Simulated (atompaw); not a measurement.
# What one change does to a pseudopotential (manganese, PAW (atompaw))

- Element: Mn
- Generator: atompaw 4.2.0.5
- Type: PAW
- Functional: PBEsol
- Relativity: scalar-relativistic
- Frozen core: [Ar]
- Valence charge: 7
- Reference configuration: 3d5 4s2 4p0
- Partial waves: 4s (bound): rc 2.80 bohr; 4s channel at 0.1 Ry: rc 2.80 bohr; 4p (bound, empty): rc 2.70 bohr; 4p channel at 2.75 Ry: rc 2.70 bohr; 3d (bound): rc 0.95 bohr; 3d channel at 1.15 Ry: rc 0.95 bohr
- Local potential: bessel scheme, radius 2.70 bohr
- Core correction: smooth core density matched at 1.70 bohr
- Augmentation charge: sinc compensation charge, radius 2.30 bohr; PAW radius 2.80 bohr; waves and projectors: custom polynom vanderbiltortho

Change: wave 3d (bound): rc 0.95 bohr becomes 3d (bound): rc 2.68 bohr.

Cutoffs: the cutoffs (Ry, on a coarse ladder) from which the occupation-weighted sum of valence levels, in a spherical-Bessel basis at the reference potential, stays within 10 and 1 mRy of its value at 400 Ry; they do not see the model core or the augmentation charge, which bear on the density cutoff.

Q: What does the change do?

A: The potential gets softer (140 Ry and 200 Ry → 12 Ry and 21 Ry); neither file shows a bound ghost.

```csv
quantity,base,changed
"cutoff, loose",140 Ry,12 Ry
"cutoff, tight",200 Ry,21 Ry
loose cutoff by channel (10 mRy a level),"s 6 Ry, d 90 Ry","s 6 Ry, d 10 Ry"
bound ghosts,none,none
s: phases at 2.81 bohr within 0.05 rad from the reference energy up to (Ry; the scan ends near 5),3.1,3.1
p: phases at 2.81 bohr within 0.05 rad from the reference energy up to (Ry; the scan ends near 5),4.3,4.3
d: phases at 2.81 bohr within 0.05 rad from the reference energy up to (Ry; the scan ends near 5),to the end of the scan,4.6
lowest overlap eigenvalue by channel,"s 0.24, p 0.56, d 1.00","s 0.24, p 0.56, d 0.63"
```

 The cutoffs see the waves, projectors and local potential, not the compensation charge or the core.
